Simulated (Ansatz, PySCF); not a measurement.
System: hydrogen iodide, HI (charge 0, singlet). 
Geometry from a B3LYP-D3(BJ)/def2-TZVP (Ansatz, a program for electronic structure) optimisation:
```
I
H 1 1.6155
```
Charge 0, spin multiplicity 1.

Wanted: atomisation energy (electronic, to ground-state atoms), in eV. Correlated levels leave the core frozen unless marked. UHF or UKS for open shells. No spin-orbit coupling. The frozen core is the preceding noble-gas configuration, with the filled d and f shells of earlier blocks. Past Kr the def2 sets carry scalar-relativistic core potentials. The coupled-cluster limit lacks core correlation, which all-electron functionals hold. CBS(X,Y): correlation extrapolated as X^-3; Hartree-Fock from the larger set.

```csv
level,program,atomisation energy (eV)
BHLYP-D4/def2-TZVPD,Ansatz + dftd4,?
TPSSh/def2-TZVPD,PySCF,3.51
wB97X-V/def2-TZVPD,Ansatz,3.41
B2PLYP-D3(BJ)/def2-TZVPD,Ansatz + dftd3,3.35
"CCSD(T)/CBS(def2-TZVPPD,def2-QZVPPD)",Ansatz,?
```

Question: What belongs in the gaps?

Answer: 
- BHLYP-D4/def2-TZVPD, atomisation energy (eV): 3.30
- CCSD(T)/CBS(def2-TZVPPD,def2-QZVPPD), atomisation energy (eV): 3.46
